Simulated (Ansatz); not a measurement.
Reaction (formal exchange of groups at a B–F bond): `CB(F)[SeH]` + `C=C=[CH][GeH3]` → `C[B]([GeH3])[SeH]` + `C=C=CF`

Program: Ansatz. Geometries: PBE0-D4/def2-TZVP. ΔE: electronic, gas phase. CCSD(T)/CBS adds triple-zeta CCSD(T) − MP2 to the extrapolated MP2 energy (def2 sets, frozen cores). DFT in def2-TZVPP. B3LYP here is the variant with VWN-RPA as its local correlation; programs differ in this. For Ge, Se outer-core shells are correlated without core-valence functions, which leaves a few kJ/mol of doubt a bond. Scalar relativity is left out up to krypton. Each species was taken in one conformer, which may not be the lowest.

Problem. Is it downhill or uphill in electronic energy at CCSD(T)/CBS, and by how much? (Estimate.)

Solution. The calculation gave: Uphill: ΔE = +2.36 eV.

Problem. What do these levels give: r2SCAN-D4, PBE0-D4, B3LYP-D4, ωB97M-V, PBE, r2SCAN, PBE0, B3LYP, SCS-MP2/def2-TZVPP, HF/def2-QZVPP, MP2/def2-QZVPP, HF/CBS(def2)? (An estimate is asked.)

Solution. The calculation gave: r2SCAN-D4 2.36, PBE0-D4 2.28, B3LYP-D4 2.33, ωB97M-V 2.39, PBE 2.19, r2SCAN 2.36, PBE0 2.29, B3LYP 2.36, SCS-MP2/def2-TZVPP 2.47, HF/def2-QZVPP 2.60, MP2/def2-QZVPP 2.50, HF/CBS(def2) 2.60 eV.

Largest T1 diagnostic among the species: 0.013.

In def2-TZVPP, CCSD(T) changes the Hartree–Fock value by −0.22 eV (the triples alone add −0.03 eV) and MP2 by −0.08 eV. From PBE to PBE0 (25 % exact exchange), in def2-TZVPP and without D4, ΔE moves by +0.10 eV.
